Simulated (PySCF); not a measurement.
All values below come from PySCF 2.14.0 with PBE0-D4/def2-TZVP. Isolated molecules, 0 K electronic values unless said otherwise. One relaxed conformer stands for a flexible species; it need not be the lowest. Excitations are Tamm–Dancoff values on a coarser integration grid. The basis has no diffuse functions, so Rydberg states are missing or too high.

Reference species (SMILES): `BC(=C)C(N)=C` (neutral, multiplicity 1).

The HOMO–LUMO gap is 4.16 eV. The S1 excitation (TDA) is 3.38 eV.

Changed species: `C(=C/C=C)(/N)B`.

Q: What does the change do to the HOMO–LUMO gap and S1 excitation (TDA)?

A: the HOMO–LUMO gap decreases by 0.35 eV, to 3.81 eV; the S1 excitation (TDA) rises by 0.37 eV, to 3.75 eV.
